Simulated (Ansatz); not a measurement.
Born–Oppenheimer molecular dynamics of FH₅W (7 atoms, charge 0, multiplicity 1). It starts at the highest image of a converged band, a first-order saddle point between two minima.

Method: Ansatz 0.2.0, RKS BLYP/def2-SVP.

| Quantity | Value |
| --- | --- |
| ensemble | NVE (velocity Verlet) |
| time step | 0.5 fs |
| steps asked | 200 |
| starting velocities drawn for | 100 K |
| seed | 7319 |

First frame:

```xyz
7
Properties=species:S:1:pos:R:3
W -0.067 -0.295 0.119
H 0.801 -0.173 1.573
H 1.270 0.724 0.152
H -0.166 1.478 0.181
H -1.617 0.418 0.144
F -0.125 -2.209 0.053
H 0.802 -0.073 -1.322
```

Question: How far do the bonds stretch over the last three quarters of this one trajectory? (Pairs bonded in most of those frames.)

Answer: 
```tsv
bond	mean (Å)	spread (Å)	shortest	longest
W1–H2	1.735	0.028	1.67	1.79
W1–H3	1.710	0.017	1.68	1.75
W1–H4	1.723	0.030	1.67	1.79
W1–H5	1.709	0.009	1.69	1.72
W1–F6	1.866	0.027	1.83	1.91
W1–H7	1.712	0.034	1.64	1.78
```

Mean temperature of the second half: 1014 K. The conserved energy stayed within 0.058 meV per atom of its start (net change -0.031 meV per atom), so the integration is sound. The kinetic energy rose, since the run started high on the potential surface and went downhill. A run of 0.1 ps of so small a system gives no equilibrium averages. The orbitals stay closed-shell, which can raise the energy where a bond breaks towards radicals; this wasn't checked here.

Time of the run: 5.2 min on 1 thread of Intel(R) Xeon(R) Platinum 8488C (Sapphire Rapids), with other jobs on the host, peak memory 0.14 GiB.
